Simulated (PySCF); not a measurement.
## InH: frontier orbitals

BLYP at R = 1.853 Å; basis In x2c-TZVPPall, H x2c-TZVPPall; spin-free X2C with a Gaussian nucleus; PySCF 2.14. State: ¹Σ⁺ (singlet), closed shell. Only the outer orbitals are listed, counted within each symmetry.

```
orbital  occ.  ε (eV)  on In (%)           main shells (%)
     2δ     2  -18.48        100                  100 In d
     2δ     2  -18.48        100                  100 In d
     5π     2  -18.19        100                  100 In d
     5π     2  -18.19        100                  100 In d
     9σ     2  -18.19         99                   99 In d
    10σ     2   -8.83         79           77 In s, 20 H s
    11σ     2   -4.69         60  40 H s, 39 In p, 19 In s
     6π     0   -2.40        100                  100 In p
     6π     0   -2.40        100                  100 In p
    12σ     0    0.86         78           70 In p, 23 H s
```

Q: Which are the highest filled and the lowest empty level, where do they sit, and how wide is the gap?

A: Highest filled 11σ at -4.69 eV (in %: 40 H s, 39 In p, 19 In s); lowest empty 6π at -2.40 eV (in %: 100 In p); the gap at BLYP is 2.29 eV.

```
bond order (Mayer)                              : 0.92
⟨S²⟩                                            : 0.000
charge on In (Mulliken, basis-dependent)        : 0.23
charge on In (Löwdin, basis-dependent)          : 0.25
dipole moment (positive dipole means In(−)H(+)) : -0.96 D
```

Spin–orbit coupling is left out.
